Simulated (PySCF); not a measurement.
H7AlO3Si2 (SMILES [OH][Al]([O][SiH3])[O][SiH3]), singlet, geometry from GFN2-xTB (such geometries of metal compounds can be far from the true shape), atoms displaced at random by about 0.03 Å a coordinate. Base run: R2SCAN/STO-3G, gradient (PySCF).

The PySCF input:
```python
from pyscf import gto, scf, dft

mol = gto.M(
    atom='''
Al   -0.134298    0.251418    0.817012
O    -0.405738    0.673219    2.341502
H    -0.866439    1.265791    2.992936
O     0.774783   -1.100621    0.436174
Si    1.708095   -2.414651    0.098871
H     3.042070   -1.999380    0.222062
H     1.384734   -2.767374   -1.365610
H     1.290518   -3.469196    0.997441
O    -0.828939    1.094617   -0.536326
Si   -1.322442    1.829145   -1.875501
H    -0.342078    2.854272   -2.141834
H    -2.677599    2.272202   -1.619456
H    -1.318594    0.818240   -2.901652
''',
    basis='sto-3g',
    charge=0,
    spin=0,
    verbose=3,
)

mf = dft.RKS(mol)
mf.xc = 'r2scan'
mf.kernel()
g = mf.nuc_grad_method()
grad = g.kernel()
```

The coordinate followed is y of atom 12.

Variants of this job, named by their change:

```csv
change,dE/dx (Eh/bohr),net force (Eh/bohr)
base,-0.010438,0.001282
conv_tol = 1e-11,-0.010438,0.001282
finite difference step (bohr) = 0.05; conv_tol = 1e-11,-0.010419,-
density fitting = on; auxbasis_response = off,-0.010489,0.004212
grids.level = 0; grid_response = on,-0.009845,0.000000
grids.level = 5; grid_response = on,-0.010439,0.000000
conv_tol = 1e-6,-0.010438,0.001282
grids.level = 1; grid_response = off,-0.010442,0.003001
finite difference step (bohr) = 0.2; conv_tol = 1e-11,-0.010126,-
finite difference step (bohr) = 0.01; conv_tol = 1e-11,-0.010438,-
density fitting = on,-0.010450,0.001282
conv_tol = 1e-4,-0.010453,0.001282
```

The net force is zero for an exact gradient.
